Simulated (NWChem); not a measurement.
CH$_{4}$AlFOS; SMILES C[S][Al]([OH])[F]

```xyz
9

Al    -0.0095     0.8032    -0.0003
F      0.9605     2.1508    -0.0011
O     -1.6974     0.9340     0.0005
H     -2.2126     1.7415     0.0110
S      0.8728    -1.1624     0.0013
C     -0.6451    -2.1948    -0.0021
H     -1.5570    -1.5842     0.0159
H     -0.6243    -2.8447     0.8827
H     -0.6417    -2.8169    -0.9069
```
Atoms are numbered in this order, from 1.

Computed with NWChem. Geometry: optimised at PBE0/def2-SVP. Hybrids' shares of exact exchange are those that their runs print; pure functionals count as 0. The functionals differ in more than this share.

```
row                                   share of exact exchange  orbital gap (eV)
------------------------------------  -----------------------  ----------------
PBE/def2-SVP                                             0.00              4.58
LDA (Slater exchange, PW92)/def2-SVP                     0.00              4.46
TPSSh/def2-SVP                                           0.10              5.72
B3LYP/def2-SVP                                           0.20              6.09
PBE0/def2-SVP                                            0.25          withheld
```

Fit a straight line of the last column on the one before it, predict the withheld value, and compare with the run.


1. Means of the 4 shown rows: x = 0.075, y = 5.212. Slope Σ(x − x̄)(y − ȳ)/Σ(x − x̄)² = 0.2263/0.02750 = 8.227; intercept 4.595.
2. The shown rows scatter about the line by 0.182 (root mean square); the largest residual is +0.30, at TPSSh/def2-SVP.
3. At x = 0.25 (PBE0/def2-SVP; beyond the shown range) the line gives 6.65.
4. The run gives 6.67, +0.02 from the line, 0.1 times the scatter.
